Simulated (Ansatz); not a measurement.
## How methods differ on InCl (SMILES [Cl][In])

InCl has 2 atoms, charge 0, and is taken as a singlet. As SMILES, `[Cl][In]`. The shape is that of a PBE0-D4/def2-TZVP optimisation.

```jsonl
{"atom": "Cl", "x (Å)": "0.0000", "y (Å)": "0.0000", "z (Å)": "-0.0139"}
{"atom": "In", "x (Å)": "0.0000", "y (Å)": "0.0000", "z (Å)": "2.3996"}
```

Quantity: the energy change with the Cl1–In2 bond stretched from 2.414 to 6.034 Å, in eV. The values are calculated.

```json
{"level": "PBE/STO-3G (restricted)", "kind": "GGA", "program": "Ansatz", "value (eV)": "5.00", "less FCI/STO-3G": "-0.76", "CPU time (all runs)": "1.8 s"}
{"level": "r2SCAN/STO-3G (restricted)", "kind": "meta-GGA", "program": "Ansatz", "value (eV)": "5.18", "less FCI/STO-3G": "-0.58", "CPU time (all runs)": "6.2 s"}
{"level": "PBE0/STO-3G (restricted)", "kind": "global hybrid", "program": "Ansatz", "value (eV)": "5.52", "less FCI/STO-3G": "-0.24", "CPU time (all runs)": "6.4 s"}
{"level": "wB97X/STO-3G (restricted)", "kind": "range-separated hybrid", "program": "Ansatz", "value (eV)": "6.18", "less FCI/STO-3G": "+0.42", "CPU time (all runs)": "7.4 s"}
{"level": "MP2/STO-3G (restricted)", "kind": "perturbation theory", "program": "Ansatz", "value (eV)": "6.01", "less FCI/STO-3G": "+0.25", "CPU time (all runs)": "0.87 s"}
{"level": "BCCD(T)/STO-3G (restricted)", "kind": "coupled cluster or CI", "program": "Ansatz", "value (eV)": "5.75", "less FCI/STO-3G": "-0.01", "CPU time (all runs)": "1.4 s"}
{"level": "CCSD(T)/STO-3G (restricted)", "kind": "coupled cluster or CI", "program": "Ansatz", "value (eV)": "6.03", "less FCI/STO-3G": "+0.27", "CPU time (all runs)": "0.99 s"}
{"level": "FCI/STO-3G", "kind": "exact in the basis", "program": "Ansatz", "value (eV)": "5.76", "less FCI/STO-3G": "0.00", "CPU time (all runs)": "1.3 s"}
```

FCI/STO-3G is exact within its basis and frozen core, so for wave-function methods in that basis the difference is their error; functionals converge differently with the basis, so for them it is only a difference. All-electron rows without a relativistic Hamiltonian named are non-relativistic. The first shape isn't each level's own minimum. The values span 5.00 to 6.18 eV. All rows use very small basis sets, so even the best lies far from the true value. In the correlated wave-function rows the outer d shell of In is correlated, in sets not made for it. CPU times are rough (shared hosts, several kinds of processor): they show what a rung costs within a factor of a few.
